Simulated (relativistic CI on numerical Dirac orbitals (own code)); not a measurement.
## Sc2+ in a cubic cluster: 2p photoemission with charge transfer

Computed with a charge-transfer multiplet model of a cubic metal-ligand cluster with up to 2 ligand holes, Slater and spin-orbit integrals from Dirac-Coulomb-Breit ions, Slater integrals scaled by 0.7. The ground state mixes d1 with configurations of k ligand holes L, whose averages lie at kΔ + k(k − 1)U_dd/2; a core hole lowers each added d electron by U_cd. 20 K, Lorentzian 0.6 eV and Gaussian 0.8 eV FWHM.

Atomic integrals in eV (Slater integrals scaled, ζ unscaled), ground: F2dd 4.121, F4dd 2.525, zeta_d 0.008; with the core hole: F2dd 4.121, F4dd 2.525, zeta_d 0.020, zeta_core 3.005, F2cd 3.598, G1cd 2.586, G3cd 1.465. Where a configuration has fewer than two d electrons, the dd integrals are those of d2.

Cluster parameters (eV): Δ = 7.8, U_dd = 3.7, U_cd = 4.1, 10Dq = 0.9, 10Dq(ligand) = 0.4, final-state hopping factor = 0.8.

```csv
Case,n_d,d1,d2L,d3L2,S
"V(eg) = 1.45 eV, V(t2g) = -0.61 eV",1.14,0.87,0.13,0.01,0.50
"V(eg) = 2.35 eV, V(t2g) = -0.99 eV",1.29,0.73,0.25,0.02,0.50
"V(eg) = 3.25 eV, V(t2g) = -1.37 eV",1.43,0.62,0.33,0.05,0.50
```

Weights, n_d and S are thermal averages at 20 K. Binding energies count from the first peak over 30 % of the highest in each spectrum, which can be another peak from case to case. The parameters are a model scan and need not match a compound or its usual spin state. Peaks in eV (height, largest 100):
- V(eg) = 1.45 eV, V(t2g) = -0.61 eV: 0.0 (100), 4.6 (49)
- V(eg) = 2.35 eV, V(t2g) = -0.99 eV: 0.0 (100), 4.6 (46)
- V(eg) = 3.25 eV, V(t2g) = -1.37 eV: 0.0 (100), 4.6 (47)

Curve for V(eg) = 2.35 eV, V(t2g) = -0.99 eV (points under 2 left out, the grid thinned):

```
E (eV)  Intensity
  -3.2        2.0
  -2.9        2.4
  -2.7        2.8
  -2.4        3.6
  -2.1        4.9
  -1.9        6.2
  -1.6        9.4
  -1.3       16.3
  -1.1       24.6
  -0.8       44.5
  -0.5       71.1
  -0.2       93.7
   0.0      100.0
   0.3       90.8
   0.6       66.1
   0.8       48.9
   1.1       29.6
   1.4       18.5
   1.6       14.3
   1.9       11.1
   2.2       10.1
   2.4        9.8
   2.7        8.9
   3.0        8.3
   3.2        8.8
   3.5       12.2
   3.8       20.2
   4.0       28.3
   4.3       40.8
   4.6       46.4
   4.8       44.5
   5.1       36.7
   5.4       27.6
   5.6       21.9
   5.9       15.4
   6.2       11.8
   6.5       10.3
   6.7        9.7
   7.0        8.3
   7.3        6.6
   7.5        5.6
   7.8        4.4
   8.1        3.4
   8.3        2.8
   8.6        2.1
```

For the case V(eg) = 2.35 eV, V(t2g) = -0.99 eV, Δ = 7.8 eV is larger than U_dd = 3.7 eV, the Mott-Hubbard side of the Zaanen-Sawatzky-Allen scheme. With the core hole the average of the configuration with one ligand hole lies at Δ − U_cd = 3.7 eV before mixing: the effective hopping of about 4.1 eV (from the holes of the mixed ground state) is comparable with this gap or larger, so the configurations mix strongly.
